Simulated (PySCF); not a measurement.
**Orbital picture of CaS**

r²SCANh at R = 2.309 Å; Ca pcseg-1, S pcseg-1; no relativity (PySCF 2.14). State: ¹Σ⁺ (singlet), closed shell. Only the outer orbitals are listed, counted within each symmetry.

```csv
orbital,occ.,ε (eV),on Ca (%),main shells (%)
7σ,2,-47.77,100,100 Ca s
3π,2,-28.22,100,100 Ca p
3π,2,-28.22,100,100 Ca p
8σ,2,-28.12,98,98 Ca p
9σ,2,-14.46,7,93 S s
10σ,2,-4.85,23,"75 S p, 13 Ca s, 10 Ca d"
4π,2,-4.46,17,"83 S p, 13 Ca d"
4π,2,-4.46,17,"83 S p, 13 Ca d"
11σ,0,-2.29,93,"64 Ca s, 25 Ca p"
12σ,0,-0.29,97,"52 Ca d, 38 Ca p"
5π,0,-0.13,99,"54 Ca p, 46 Ca d"
```

Problem. Which are the highest filled and the lowest empty level, where do they sit, and how wide is the gap?

Solution. Highest filled 4π at -4.46 eV (in %: 83 S p, 13 Ca d); lowest empty 11σ at -2.29 eV (in %: 64 Ca s, 25 Ca p); the gap at r²SCANh is 2.17 eV.

- bond order (Mayer): 1.97
- ⟨S²⟩: 0.000
- charge on Ca (Mulliken, basis-dependent): 0.75
- charge on Ca (Löwdin, basis-dependent): 0.51
- dipole moment (positive dipole means Ca(−)S(+)): -10.80 D
